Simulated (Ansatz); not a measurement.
`[SiH3][AlH][Al]1[CH2][CH2]1` + CH₄ → `[CH3][AlH][SiH3]` + `[CH2]1[CH2][AlH]1`  (formal exchange of groups at the Al–Al bond)

Computed with Ansatz on PBE0-D4/def2-TZVP structures; ΔE is electronic, products minus reactants. CCSD(T)/CBS is the MP2 limit (def2-TZVPP, def2-QZVPP) plus CCSD(T) − MP2 in def2-TZVPP, frozen cores. This one scheme is used for every species. Functionals use def2-TZVPP. HSE06 is defined as in plane-wave codes. Each species was taken in one conformer, which may not be the lowest.

```json
{"level": "LDA (SPW92)", "ΔE (kJ/mol)": "62.5", "difference from CCSD(T)/CBS": "17.7"}
{"level": "revPBE-D4", "ΔE (kJ/mol)": "63.4", "difference from CCSD(T)/CBS": "18.6"}
{"level": "BLYP-D4", "ΔE (kJ/mol)": "53.1", "difference from CCSD(T)/CBS": "8.3"}
{"level": "r2SCANh-D4", "ΔE (kJ/mol)": "53.8", "difference from CCSD(T)/CBS": "9.0"}
{"level": "HSE06-D4", "ΔE (kJ/mol)": "58.3", "difference from CCSD(T)/CBS": "13.5"}
{"level": "BHLYP-D4", "ΔE (kJ/mol)": "40.3", "difference from CCSD(T)/CBS": "-4.5"}
{"level": "CAM-B3LYP-D4", "ΔE (kJ/mol)": "35.0", "difference from CCSD(T)/CBS": "-9.8"}
{"level": "PBE", "ΔE (kJ/mol)": "66.6", "difference from CCSD(T)/CBS": "21.8"}
{"level": "revPBE", "ΔE (kJ/mol)": "66.8", "difference from CCSD(T)/CBS": "22.0"}
{"level": "r2SCANh", "ΔE (kJ/mol)": "53.5", "difference from CCSD(T)/CBS": "8.7"}
{"level": "LC-ωPBE", "ΔE (kJ/mol)": "35.7", "difference from CCSD(T)/CBS": "-9.1"}
{"level": "HF/def2-SVP", "ΔE (kJ/mol)": "34.3", "difference from CCSD(T)/CBS": "-10.5"}
{"level": "MP2/def2-SVP", "ΔE (kJ/mol)": "42.5", "difference from CCSD(T)/CBS": "-2.3"}
{"level": "HF/def2-TZVPP", "ΔE (kJ/mol)": "32.3", "difference from CCSD(T)/CBS": "-12.5"}
{"level": "MP2/def2-TZVPP", "ΔE (kJ/mol)": "40.0", "difference from CCSD(T)/CBS": "-4.8"}
{"level": "CCSD/CBS(def2)", "ΔE (kJ/mol)": "39.8", "difference from CCSD(T)/CBS": "-5.0"}
{"level": "CCSD(T)/CBS", "ΔE (kJ/mol)": "44.8", "difference from CCSD(T)/CBS": "0"}
```

Largest T1 diagnostic among the species: 0.017.

At CCSD(T), def2-SVP lies +7.1 kJ/mol from the extrapolated value and def2-TZVPP +3.7 kJ/mol. In def2-TZVPP, CCSD(T) changes the Hartree–Fock value by +16.2 kJ/mol (the triples alone add +5.0 kJ/mol) and MP2 by +7.8 kJ/mol. From r2SCAN to r2SCAN0 (25 % exact exchange), in def2-TZVPP and without D4, ΔE moves by −6.7 kJ/mol.
